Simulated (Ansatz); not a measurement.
The same molecule with X = O, Se, Te. Ansatz, PBE0-D4/def2-TZVP geometries, multiplicity 1. Each molecule was computed in one conformer, which needn't be the lowest.

Elements past krypton have def2 core potentials. Scalar relativity is left out up to krypton.

```
 X   molecule  mean X–B bond length / Å  mean X–C bond length / Å  LUMO energy (PBE0/def2-TZVPP) / eV  HOMO–LUMO gap (PBE/def2-TZVPP) / eV  HOMO energy (PBE/def2-TZVPP) / eV
 O     `COBF`                     1.339                     1.413                                0.38                                 7.14                              -7.75
Se  `C[Se]BF`                     1.922                     1.951                               -0.65                                 4.59                              -6.16
```

Question: Give the row for X = Te, `C[Te]BF`. (An estimate is asked.)

Answer: Computed: 
```csv
X,molecule,mean X–B bond length / Å,mean X–C bond length / Å,LUMO energy (PBE0/def2-TZVPP) / eV,HOMO–LUMO gap (PBE/def2-TZVPP) / eV,HOMO energy (PBE/def2-TZVPP) / eV
Te,`C[Te]BF`,2.133,2.143,-0.91,3.89,-5.67
```

From O to Te the mean X–B bond length rises at each step, by 0.794 Å in all; the mean X–C bond length rises at each step, by 0.730 Å in all; the LUMO energy (PBE0/def2-TZVPP) falls at each step, by 1.29 eV in all; the HOMO–LUMO gap (PBE/def2-TZVPP) falls at each step, by 3.25 eV in all; the HOMO energy (PBE/def2-TZVPP) rises at each step, by 2.08 eV in all. Bonds lengthen as the atom grows down the group.

Spin–orbit coupling is left out; it splits and shifts lone-pair levels of the heavy atoms by tenths of an eV.
